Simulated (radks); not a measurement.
Problem. Os, configuration [Xe] 4f14 5d6 6s1 7s1 (not the ground configuration). All-electron calculation, Dirac Kohn-Sham, BLYP, spin-unpolarised, spherical densities, finite nucleus; open shells fill j = l - 1/2 first; Fermi nuclear charge, rms radius 5.4126 fm. Program: a radial shooting solver on a logarithmic mesh with Libxc functionals. Some entries of the table are withheld. Estimate them.

| orbital | occ. | eigenvalue (eV) | r(max) (bohr) | <r> (bohr) |
|---|---|---|---|---|
| 1s1/2 | 2 | -73746.54 | 0.01103 | 0.01774 |
| 2s1/2 | 2 | -12838.38 | 0.06360 | 0.07426 |
| 2p1/2 | 2 | -12295.36 | 0.04710 | 0.06130 |
| 2p3/2 | 4 | -10763.76 | 0.05415 | 0.06949 |
| 3s1/2 | 2 | -2990.187 | 0.1790 | 0.1934 |
| 3p1/2 | 2 | -2746.528 | 0.1674 | 0.1835 |
| 3p3/2 | 4 | -2412.555 | 0.1818 | 0.1986 |
| 3d3/2 | 4 | -2003.115 | 0.1421 | 0.1734 |
| 3d5/2 | 6 | -1930.762 | 0.1460 | 0.1781 |
| 4s1/2 | 2 | -633.7474 | 0.4053 | 0.4318 |
| 4p1/2 | 2 | -531.3872 | 0.4043 | 0.4357 |
| 4p3/2 | 4 | -452.8966 | 0.4344 | 0.4693 |
| 4d3/2 | 4 | -284.6542 | 0.4294 | 0.4825 |
| 4d5/2 | 6 | -270.1172 | 0.4388 | 0.4938 |
| 5s1/2 | 2 | -95.2318 | 0.9144 | 1.007 |
| 5p1/2 | 2 | -63.6678 | 0.9743 | (1) |
| 4f5/2 | 6 | (2) | 0.4031 | 0.5527 |
| 4f7/2 | 8 | (3) | 0.4078 | 0.5610 |
| 5p3/2 | 4 | -51.4307 | 1.056 | (4) |
| 5d3/2 | 4 | -10.8343 | 1.334 | 1.734 |
| 5d5/2 | 2 | -9.7606 | 1.377 | 1.805 |
| 6s1/2 | 1 | -9.5043 | 2.414 | 2.825 |
| 6p1/2 | 0 | -4.3693 | 2.997 | 3.687 |
| 6p3/2 | 0 | -3.5478 | 3.332 | 4.130 |
| 7s1/2 | 1 | (5) | 7.439 | 8.370 |
| 6d3/2 | 0 | -0.3621 | 8.539 | 10.48 |
| 6d5/2 | 0 | -0.3477 | 8.684 | 10.68 |

Solution. 
(1) 5p1/2 <r> (bohr): 1.100
(2) 4f5/2 eigenvalue (eV): -57.1978
(3) 4f7/2 eigenvalue (eV): -54.3925
(4) 5p3/2 <r> (bohr): 1.202
(5) 7s1/2 eigenvalue (eV): -1.3454
